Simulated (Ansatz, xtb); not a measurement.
The molecule CdSi, multiplicity 3 (lowest of 2S+1 = 1, 3 at CCSD(T)/def2-TZVPP on PBE0 minima; our sources give no spin for the ground state, which may be another). No spin–orbit coupling. The T1 diagnostic near the minimum is 0.048, so single-reference values are doubtful.

The constants come from a fifth-degree fit in 1/R (seven points, main isotopes). In def2 and cc sets the state is the lowest found near the PBE0 minimum, followed along R.

Codes used: Ansatz (Gaussian orbitals); xtb for the GFN methods. Each number belongs to the level named beside it. In def2 rows elements past Kr take small-core potentials, without spin–orbit coupling. The GFN methods have no spin term and hold the electronic entropy of 300 K.

```tsv
level	r_e (Å)	ω_e (cm⁻¹)	α_e (cm⁻¹)	ω_e x_e (cm⁻¹)	dipole (D)
GFN1-xTB	2.530	298	0.0011	2.0	-
GFN2-xTB	2.525	292	0.00091	1.1	-
SVWN5/def2-TZVPP	2.469	260	0.00090	1.6	2.02
PBE/def2-TZVPP	2.552	231	0.00094	1.6	2.34
r2SCAN/def2-TZVPP	2.526	239	0.00095	1.7	2.57
B97M-V/def2-TZVPP	2.568	228	0.0010	2.0	2.38
B3LYP/def2-TZVPP	2.612	200	0.0011	1.9	2.28
PBE0/def2-TZVPP	2.564	226	0.00097	1.7	2.68
BHLYP/def2-TZVPP	2.647	185	0.0012	2.1	2.54
CAM-B3LYP/def2-TZVPP	2.607	194	0.0012	2.1	2.40
wB97X-V/def2-TZVPP	2.599	200	0.0012	2.1	2.81
wB97M-V/def2-TZVPP	2.594	205	0.0011	1.9	2.51
B2PLYP/def2-TZVPP	2.588	206	0.0011	2.0	-
```

Correlated levels freeze the inner cores; with def2 sets outer-core shells near the valence are correlated too.

Ansatz is a first-principles code.
